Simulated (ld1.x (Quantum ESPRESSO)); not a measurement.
**tin (Sn) ultrasoft: all-electron and pseudo phase curves**

ld1.x (Quantum ESPRESSO) 7.5 input, shortened:

```
&input
   title='Sn', zed=50., rel=2, dft='PBE', iswitch=3,
   config='[Kr] 4d10 5s2 5p0 5d-2', rel_dist='average'
 /
 &inputp
   pseudotype=3, tm=.true., lloc=-2, rcloc=1.02,
   nlcc=.true.,
   which_augfun='PSQ', rmatch_augfun_nc=.true.
 /
5
5S  1  0   2.00   0.00  1.80  2.05  0.0
5S  1  0   0.00  -0.95  1.80  2.05  0.0
5P  2  1   0.00   0.00  2.15  2.50  0.0
5P  2  1   0.00   0.95  2.15  2.50  0.0
5D  3  2  -2.00  -0.15  1.60  2.05  0.0
 &test
   configts(1)='5s2 5p0'
 /
```

Open shells are filled in proportion to 2j + 1 (rel_dist='average').

The phase is arctan(r·u′/u) with u = r·R(r), unwrapped; energies in Ry, scanned from -4 to 5 Ry. A pole is an energy at which the radial function vanishes at the test radius. The pseudo phase is shifted by a multiple of π to meet the all-electron one at the reference energy, and phase errors are pseudo minus all-electron; the curves can meet again beyond the range given. Levels narrower than the energy grid can be missing from the lists of poles. Where the grid stepped over a known ghost or core level, its pole and its step of π were put in at the level’s energy.

For each channel, where are the poles, and over which energies does the pseudopotential scatter like the atom?

```json
{"channel": "s", "radius (bohr)": "2.70", "reference energy (Ry)": "-1.92", "poles, all-electron": "-0.85", "poles, pseudo": "-0.85", "unbroken range about the reference energy with phases within 0.05 rad": "below 2.4", "phase error 1 Ry above the reference energy (rad)": "-0.000"}
{"channel": "p1/2", "radius (bohr)": "2.70", "reference energy (Ry)": "-1.34", "poles, all-electron": "0.23", "poles, pseudo": "-2.05, 0.23", "unbroken range about the reference energy with phases within 0.05 rad": "above -2.0", "phase error 1 Ry above the reference energy (rad)": "+0.000"}
{"channel": "p3/2", "radius (bohr)": "2.70", "reference energy (Ry)": "-1.29", "poles, all-electron": "0.42", "poles, pseudo": "-2.67, 0.42", "unbroken range about the reference energy with phases within 0.05 rad": "above -2.6", "phase error 1 Ry above the reference energy (rad)": "+0.000"}
{"channel": "d3/2", "radius (bohr)": "2.70", "reference energy (Ry)": "-0.15", "poles, all-electron": "-3.17, 2.50", "poles, pseudo": "0.38, 2.82", "unbroken range about the reference energy with phases within 0.05 rad": "-2.6 to 0.1", "phase error 1 Ry above the reference energy (rad)": "-2.968"}
{"channel": "d5/2", "radius (bohr)": "2.70", "reference energy (Ry)": "-0.15", "poles, all-electron": "-3.09, 2.56", "poles, pseudo": "0.32, 2.75", "unbroken range about the reference energy with phases within 0.05 rad": "-2.5 to 0.0", "phase error 1 Ry above the reference energy (rad)": "-2.993"}
```

Note: ghost states, extra bound levels that the all-electron valence spectrum of the same l lacks: s at -175.1 eV, p3/2 at -36.3 eV, p1/2 at -27.9 eV. A true bound ghost makes a file unfit for plane-wave use.

Phases in the s channel:

```csv
E (Ry),all-electron,pseudo
-4.00,1.277,1.277
-3.52,1.214,1.214
-3.04,1.087,1.087
-2.56,0.708,0.708
-2.08,-0.654,-0.654
-1.60,-1.327,-1.327
-1.12,-1.514,-1.514
-0.64,-1.605,-1.605
-0.16,-1.668,-1.668
0.32,-1.726,-1.726
0.80,-1.791,-1.792
1.28,-1.882,-1.884
1.76,-2.043,-2.049
2.24,-2.427,-2.453
2.72,-3.387,-3.458
3.20,-4.116,-4.156
3.68,-4.379,-4.403
4.16,-4.499,-4.518
4.64,-4.568,-4.585
```
